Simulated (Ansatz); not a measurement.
## Worked example: ideal-gas entropy of BF3 (boron trifluoride)

A singlet with charge 0, relaxed at r2SCAN/def2-TZVP (Ansatz 0.2.0):

```xyz
4

F     0.5452    0.2113    1.1772
B     0.0000    0.0000    0.0000
F    -0.2658   -1.2265   -0.3906
F    -0.2794    1.0153   -0.7866
```

Harmonic wavenumbers in cm⁻¹: 474, 474, 684, 888, 1473, 1473.

Masses in u: F 18.998, B 10.81. Take T = 298.15 K, p = 1 bar, R = 8.3145 J/(mol K), kT/hc = 207.22 cm⁻¹, rigid rotor and harmonic oscillator.

Compute the standard molar entropy.


1. Translation (Sackur–Tetrode): S = R[3/2 ln M + 5/2 ln T − 1.1517] with M = 67.804 gives 161.4 J/(mol K).
2. Rotation: principal moments 49.230, 49.234, 98.464 u Å² give A, B, C = 0.3424, 0.3424, 0.1712 cm⁻¹; the symmetry number is σ = 6; q = (√π/σ)√((kT/hc)³/ABC) = 6220; S = R(ln q + 3/2) = 85.1.
3. Vibration: with u = ν̃/207.22, each mode gives R[u/(eᵘ − 1) − ln(1 − e⁻ᵘ)]; the sum is 8.2, most from 474 cm⁻¹ (3.0), 474 cm⁻¹ (3.0), 684 cm⁻¹ (1.4).
4. Spin: R ln 1 = 0.0.
5. Sum: 161.4 + 85.1 + 8.2 + 0.0 = 254.7 J/(mol K).

No measured value is set beside it here.
